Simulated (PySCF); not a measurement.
Values are calculated unless marked as measured or tabulated.
## C2H5ClFSi

The system: C2H5ClFSi, a small molecule (built as: C site whose three back bonds go to CH2SiH3, F, Cl); neutral, doublet. The structure, one conformer, was relaxed in the gas phase by PBE0-D3(BJ)/def2-SVP. No frequency run checks that it is a minimum.

SMILES: F[C](Cl)C[SiH3]

```tsv
atom	x (Å)	y (Å)	z (Å)
C1	0.349	-1.327	0.799
C2	0.691	-0.373	-0.281
Si3	-0.484	1.130	-0.427
F4	0.504	-0.861	2.034
Cl5	-1.087	-2.277	0.624
H6	0.708	-0.902	-1.246
H7	1.707	0.013	-0.094
H8	0.060	2.061	-1.460
H9	-0.561	1.835	0.886
H10	-1.846	0.677	-0.833
```

EPR values by unrestricted B3LYP, IGLO-III on C Cl F Si, pcH-1 on H.

(1) Predict g and the largest hyperfine couplings. Where does the spin sit?

(2) How do the isotropic couplings move with BHandHLYP?

## Answers

(1) g = 2.0015, 2.0058, 2.0087. The spin sits on C1 (84 %, bonded to 1 C + 1 Cl + 1 F) by Mulliken populations.
```csv
atom,isotope,isotropic (MHz),"dipolar, principal values (MHz)"
F4,19F,202.9,"-203.1, -179.0, 382.1"
C1,13C,350.7,"-74.6, -72.4, 146.9"
Si3,29Si,-76.4,"-19.1, 9.3, 9.8"
Cl5,35Cl,22.8,"-26.0, -18.0, 44.0"
H7,1H,29.9,"-5.5, -5.1, 10.5"
H6,1H,19.4,"-5.4, -4.8, 10.2"
```

(2) F4 202.9 to 249.0 MHz, C1 350.7 to 395.3 MHz, Si3 -76.4 to -75.0 MHz, Cl5 22.8 to 24.7 MHz.
